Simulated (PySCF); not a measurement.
Excitations are Tamm–Dancoff values on a coarser integration grid. The basis has no diffuse functions, so Rydberg states are missing or too high.

Cartesian coordinates (Å):
```xyz
8

B      1.2812     0.1437     0.0573
C     -0.1784     0.3667    -0.3624
C     -1.1739    -0.3643     0.1605
H      2.1709     0.7895    -0.4051
H      1.5301    -0.6980     0.8669
H     -0.4442     1.1246    -1.0958
H     -0.9717    -1.1351     0.8967
H     -2.2142    -0.2271    -0.1181
```
Charge 0, spin multiplicity 1.

What HOMO, brightest of the four lowest singlets (TDA), S1 excitation (TDA), total energy, LUMO, HOMO–LUMO gap, T1 excitation (TDA) and dipole moment does PBE-D3(BJ)/def2-TZVP // B3LYP-D3(BJ)/def2-TZVP in PySCF 2.14.0 give?


The HOMO is -7.47 eV and the brightest of the four lowest singlets (TDA) comes out as 6.12 eV. The S1 excitation (TDA) is 4.73 eV and the total energy is -103.8981 Ha. The LUMO comes out as -3.10 eV and the HOMO–LUMO gap is 4.37 eV. The T1 excitation (TDA) is 3.58 eV. The dipole moment comes out as 1.43 D.
